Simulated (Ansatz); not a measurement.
Reaction (formal loss of a carbene): `[CH3][GeH2][Se]C` → `[CH2]` (triplet) + `[CH3][GeH2][SeH]`

Computed with Ansatz on PBE0-D4/def2-TZVP structures; ΔE is electronic, products minus reactants. CCSD(T)/CBS adds triple-zeta CCSD(T) − MP2 to the extrapolated MP2 energy (def2 sets, frozen cores). This one scheme is used for every species. Functionals use def2-TZVPP. B3LYP here is the variant with VWN-RPA as its local correlation; programs differ in this. Triplets are unrestricted, without spin–orbit coupling. For Ge, Se outer-core shells are correlated without core-valence functions, which leaves a few kJ/mol of doubt a bond. Scalar relativity is left out up to krypton. One conformer a species, not always the lowest.

`[CH3][GeH2][Se]C`:

```xyz
12

C     0.388   -1.369    1.182
Ge    0.544    0.573    1.052
Se   -1.256    1.495   -0.147
C    -0.823    0.687   -1.876
H     0.394   -1.817    0.187
H     1.227   -1.775    1.751
H    -0.545   -1.632    1.681
H     1.857    0.952    0.334
H     0.495    1.232    2.440
H    -1.552    1.071   -2.587
H     0.177    0.979   -2.191
H    -0.907   -0.397   -1.826
```

`[CH2]` (triplet):

Cartesian coordinates in Å:
```
C -0.018 0.255 0.104
H -0.451 -0.490 0.754
H 0.469 0.235 -0.858
```

`[CH3][GeH2][SeH]`:

```xyz
9

C    -0.894    0.713    0.550
Ge    0.245   -0.801    0.096
Se    1.215   -0.510   -2.039
H    -0.301    1.628    0.592
H    -1.670    0.831   -0.206
H    -1.362    0.552    1.523
H    -0.564   -2.102   -0.040
H     1.360   -0.987    1.141
H     1.970    0.677   -1.616
```

CCSD(T)/CBS gives +429.1 kJ/mol.

Another level gave +425.5 kJ/mol. Which?
A. ωB97X-V/def2-TZVPP
B. B97M-V/def2-TZVPP
C. B3LYP/def2-TZVPP
D. revPBE/def2-TZVPP

B. B97M-V 425.5, ωB97X-V 437.0, revPBE 404.0, B3LYP 409.6 kJ/mol.

Largest T1 diagnostic among the species: 0.011.

Leaving LDA and LC-ωPBE aside and taking each functional with its dispersion term where it has one, the values, not all of them listed here, spread over 37.5 kJ/mol, from r2SCAN0-D4 to ωB97X-V. LDA lies +66.1 kJ/mol from PBE without D4. From r2SCAN to r2SCAN0 (25 % exact exchange), in def2-TZVPP and without D4, ΔE moves by −5.5 kJ/mol.
